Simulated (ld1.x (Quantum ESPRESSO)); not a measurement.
## Pseudopotential generation for lead (Pb): RRKJ, PBE, scalar-relativistic.

Input for ld1.x (Quantum ESPRESSO) 7.5:

```
&input
   title='Pb', zed=82., rel=1, dft='PBE', iswitch=3,
   config='[Xe] 4f14 5d10 6s2 6p1.5',
   nld=2, rlderiv=2.15, eminld=-3.0, emaxld=5.0, deld=0.02
 /
 &inputp
   pseudotype=2, tm=.false., rho0=0.02, lloc=0,
   nlcc=.true., new_core_ps=.true.,
   file_pseudopw='Pb.UPF', file_wfcaegen='ae.wfc', file_wfcncgen='nc.wfc', file_beta='beta', file_chi='chi'
 /
2
6P  2  1   1.50   0.00  1.95  1.95  0.0
6S  1  0   2.00   0.00  1.85  1.85  0.0
 &test
   configts(1)='6s2 6p1.5'
 /
```

Command:

```bash
ld1.x < Pb.in > Pb.out
```

The program printed (shortened: banner, matrices, multipoles, cross overlaps and the repeated all-electron block are left out):

```
Program LD1 v.7.5
     --------------------------- All-electron run ----------------------------

     Pb
     scalar relativistic calculation

     atomic number is 82.00
     dft =PBE   lsd =0 sic =0 latt =0  beta=0.20 tr2=1.0E-14
     Exchange-correlation= PBE
                           (   1   4   3   4   0   0   0)
     mesh =1281 r(mesh) =  98.81810 a.u. xmin = -7.00 dx = 0.01250
     1 Ry =  13.60569312 eV, c = 137.03599908

     n l     nl                  e(Ry)          e(Ha)          e(eV)
     1 0     1S 1( 2.00)     -6478.3368     -3239.1684    -88142.2624
     2 0     2S 1( 2.00)     -1158.9255      -579.4628    -15767.9848
     2 1     2P 1( 6.00)      -993.9133      -496.9567    -13522.8796
     3 0     3S 1( 2.00)      -278.4066      -139.2033     -3787.9145
     3 1     3P 1( 6.00)      -231.1039      -115.5519     -3144.3286
     4 0     4S 1( 2.00)       -63.2411       -31.6205      -860.4388
     4 1     4P 1( 6.00)       -47.7432       -23.8716      -649.5790
     3 2     3D 1(10.00)      -182.9175       -91.4587     -2488.7192
     5 0     5S 1( 2.00)       -10.8635        -5.4318      -147.8055
     5 1     5P 1( 6.00)        -6.5767        -3.2884       -89.4812
     4 2     4D 1(10.00)       -29.8213       -14.9106      -405.7390
     4 3     4F 1(14.00)       -10.0354        -5.0177      -136.5382
     5 2     5D 1(10.00)        -1.8238        -0.9119       -24.8141
     6 0     6S 1( 2.00)        -1.1372        -0.5686       -15.4730
     6 1     6P 1( 1.50)        -0.4799        -0.2400        -6.5295

     final scf error:  6.2E-15 reached in  22 iterations

     Etot =  -41763.641607 Ry,  -20881.820804 Ha, -568223.291409 eV

     Ekin =   47222.085621 Ry,   23611.042810 Ha,  642489.205585 eV
     Encl = -104270.773851 Ry,  -52135.386925 Ha,-1418676.150714 eV
     Eh   =   16057.646346 Ry,    8028.823173 Ha,  218475.408455 eV
     Exc  =    -772.599723 Ry,    -386.299861 Ha,  -10511.754735 eV

     normalization and overlap integrals

     s(1S/1S) =  1.000000  <r> =   0.0160  <r2> =    0.0004  r(max) =   0.0099
     s(2S/2S) =  1.000000  <r> =   0.0676  <r2> =    0.0054  r(max) =   0.0575
     s(2P/2P) =  1.000000  <r> =   0.0614  <r2> =    0.0046  r(max) =   0.0476
     s(3S/3S) =  1.000000  <r> =   0.1745  <r2> =    0.0348  r(max) =   0.1601
     s(3P/3P) =  1.000000  <r> =   0.1765  <r2> =    0.0361  r(max) =   0.1622
     s(4S/4S) =  1.000000  <r> =   0.3842  <r2> =    0.1665  r(max) =   0.3609
     s(4P/4P) =  1.000000  <r> =   0.4100  <r2> =    0.1909  r(max) =   0.3842
     s(3D/3D) =  1.000000  <r> =   0.1599  <r2> =    0.0299  r(max) =   0.1311
     s(5S/5S) =  1.000000  <r> =   0.8535  <r2> =    0.8161  r(max) =   0.7932
     s(5P/5P) =  1.000000  <r> =   0.9771  <r2> =    1.0769  r(max) =   0.8766
     s(4D/4D) =  1.000000  <r> =   0.4310  <r2> =    0.2143  r(max) =   0.3890
     s(4F/4F) =  1.000000  <r> =   0.4539  <r2> =    0.2467  r(max) =   0.3520
     s(5D/5D) =  1.000000  <r> =   1.3030  <r2> =    1.9781  r(max) =   1.0707
     s(6S/6S) =  1.000000  <r> =   2.2791  <r2> =    5.8851  r(max) =   1.9509
     s(6P/6P) =  1.000000  <r> =   3.1715  <r2> =   11.5940  r(max) =   2.5684

     ------------------------ End of All-electron run ------------------------

     --------------------- Generating NC pseudopotential ---------------------

      Generating local pot.: lloc=0, matching radius rcloc =   1.8500

      Computing core charge for nlcc:

       r > 1.93 : true rho core
      Core charge pseudized with two Bessel functions
      Integrated core pseudo-charge :  14.32

      Wfc   6P  rcut= 1.951  Estimated cut-off energy=       44.21 Ry
      This function has    0 nodes for 0 < r <    1.951

     ------------------- End of pseudopotential generation -------------------

     Computing logarithmic derivative in   2.14266
     Computing logarithmic derivative in   2.14266
     Computing the partial wave expansion
       no projector for channel:   0
     R is outside the sphere for l=    1 j= 0.00

     ---------------------- Testing the pseudopotential ----------------------

     Pb
     scalar relativistic calculation

     atomic number is 82.00   valence charge is  4.00
     dft =PBE   lsd =0 sic =0 latt =0  beta=0.20 tr2=1.0E-14
     mesh =1281 r(mesh) =  98.81810 xmin = -7.00 dx = 0.01250

     n l     nl             e AE (Ry)        e PS (Ry)    De AE-PS (Ry)
     1 0     6S   1( 2.00)       -1.13725       -1.13725        0.00000
     2 1     6P   1( 1.50)       -0.47991       -0.47991       -0.00000

     eps = 2.6E-15  iter =  9

     Etot =  -41763.641607 Ry,  -20881.820804 Ha, -568223.291409 eV
     Etotps =   -27.333443 Ry,     -13.666722 Ha,    -371.890443 eV

     Ekin =       2.028807 Ry,       1.014404 Ha,      27.603326 eV
     Encl =     -10.732250 Ry,      -5.366125 Ha,    -146.019694 eV
     Ehrt =       4.165103 Ry,       2.082551 Ha,      56.669110 eV
     Ecxc =     -22.906514 Ry,     -11.453257 Ha,    -311.659005 eV
     (Ecc =     -20.411457 Ry,     -10.205728 Ha,    -277.712016 eV)
     Epseu=       0.111411 Ry,       0.055705 Ha,       1.515819 eV

     ---------------------- End of pseudopotential test ----------------------
```

Generation and configuration tests took about 1.9 s on one core of a shared server CPU.
